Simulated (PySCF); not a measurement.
## Computed NMR parameters against published values

Bonds (- single, = double, # triple, : aromatic): C1-C2, C2-C3, C2-C4, C2-C5, C5=O6, C5-Cl7. C1 carries H8, H9, H10; C3 carries H11, H12, H13; C4 carries H14, H15, H16.

All values are calculated (PySCF 2.14): GFN2-xTB geometry, σ from GIAO-PBE0/pcSseg-1. One conformer, relativity neglected, no solvent, rapidly exchanging positions averaged.

Reference values: measured (solution, not stated per compound (mostly CDCl3 or CCl4); Pretsch, Buehlmann, Badertscher, Structure Determination of Organic Compounds, 4th ed. (2009)).
```csv
atoms,quantity,reference,computed,"computed, scaled"
C2,δ ¹³C,49.4,49.6,46.1
C1/C3/C4,δ ¹³C,27.1,29.3,26.3
```

Computed shifts are σ(ref) − σ with the named reference compound (TMS for H and C) calculated as an isolated molecule at the same level. The measured values may be among those fitted. Scaled to experiment by linear calibration (H and C: mostly CDCl3 data, vs TMS): ¹³C (scatter 2.1 ppm rms, 2.3 ppm with the 13 outliers that the fit left out, with a fitted term for attached Cl). Occasional misses reach two or three times the rms, and more in compound classes unlike the fitted ones.

Task: How far are the unscaled ¹³C shifts from the references?

Result: Mean signed difference +1.20 ppm, mean absolute 1.20 ppm over 2 comparisons; the largest is +2.2 ppm at C1/C3/C4 (methyl carbon).
